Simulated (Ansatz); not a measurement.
Cl2H3InOSi (`[SiH3][O][In]([Cl])[Cl]`). Charge 0, multiplicity 1. In takes the def2 core potential.

```csv
atom,x (Å),y (Å),z (Å)
Si1,-1.248,-0.503,-0.724
O2,-0.466,0.443,0.362
In3,1.373,0.708,0.951
Cl4,3.063,-0.527,0.006
Cl5,1.769,2.262,2.584
H6,-0.307,-1.448,-1.389
H7,-1.881,0.351,-1.763
H8,-2.302,-1.286,-0.027
```

Task: What are the harmonic wavenumbers in cm⁻¹ at PBE0-D4/def2-TZVP (Ansatz, finite differences of forces, unscaled)? (Best estimate.)

Result: The calculation gave: 18i, 43, 54, 86, 114, 140, 359, 399, 468, 716, 733, 953, 956, 978, 998, 2204, 2221, 2224.
